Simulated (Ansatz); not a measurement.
Ti₃F₂. The state is a singlet with charge 0. Geometry PBE0-D4/def2-SVP.

```csv
atom,x (Å),y (Å),z (Å)
Ti1,-1.810,0.326,-0.200
Ti2,-0.016,-0.996,-1.029
Ti3,0.330,1.350,-0.346
F4,1.004,1.387,1.290
F5,0.493,-2.067,0.285
```

The restricted singlet is unstable towards broken spin symmetry in Hartree–Fock (as tested in another run); at PBE-D4/def2-TZVP, r2SCAN-D4/def2-TZVP, PBE0-D4/def2-TZVP, r2SCAN0-D4/def2-TZVP and others this wasn't settled. Another isomer (triplet) lies 0.99 eV lower at PBE0-D4/def2-TZVP; other spin states weren't run for this one.

(1) Estimate the orbital energies around the gap (eV) in Ansatz with PBE-D4/def2-TZVP, r2SCAN-D4/def2-TZVP, PBE0-D4/def2-TZVP, r2SCAN0-D4/def2-TZVP, ωB97X-V/def2-TZVP.

Results:

(1) 
| orbital | PBE-D4/def2-TZVP | r2SCAN-D4/def2-TZVP | PBE0-D4/def2-TZVP | r2SCAN0-D4/def2-TZVP | ωB97X-V/def2-TZVP |
| --- | --- | --- | --- | --- | --- |
| HOMO−5 | -8.82 | -9.14 | -10.57 | -10.84 | -13.07 |
| HOMO−4 | -5.00 | -5.10 | -5.85 | -5.94 | -7.83 |
| HOMO−3 | -4.33 | -4.32 | -5.02 | -5.03 | -6.91 |
| HOMO−2 | -3.98 | -3.98 | -4.77 | -4.82 | -6.82 |
| HOMO−1 | -3.74 | -3.77 | -4.67 | -4.71 | -6.67 |
| HOMO | -3.74 | -3.75 | -4.58 | -4.60 | -6.49 |
| LUMO | -3.39 | -3.10 | -2.17 | -2.08 | -0.31 |
| LUMO+1 | -3.24 | -2.98 | -2.08 | -1.99 | -0.28 |
| LUMO+2 | -3.01 | -2.78 | -1.89 | -1.76 | 0.46 |
| LUMO+3 | -2.55 | -2.34 | -1.74 | -1.56 | 0.51 |
| LUMO+4 | -2.42 | -2.18 | -1.48 | -1.35 | 0.59 |
| LUMO+5 | -2.13 | -1.90 | -1.11 | -0.98 | 0.95 |
